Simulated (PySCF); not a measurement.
All values below come from PBE0-D4/def2-TZVP // PBE0-D4/def2-SVP run with PySCF. All species are isolated molecules in the gas phase. Excitations are Tamm–Dancoff values on a coarser integration grid. The basis has no diffuse functions, so Rydberg states are missing or too high.

Reference species (SMILES): `[SiH3]c1cccc2cccc(Cl)c12` (neutral, multiplicity 1).

| Item | Value |
|---|---|
| HOMO | -6.50 eV |
| brightest of the four lowest singlets (TDA) | 5.86 eV |
| S1 excitation (TDA) | 4.35 eV |

Changed species: `[SiH3]c1ccc2cccc(Cl)c2c1`.

Task: What does the change do to the HOMO, brightest of the four lowest singlets (TDA) and S1 excitation (TDA)?

Result: the HOMO falls by 0.03 eV, to -6.53 eV; the brightest of the four lowest singlets (TDA) increases by 0.06 eV, to 5.92 eV; the S1 excitation (TDA) is nearly the same.
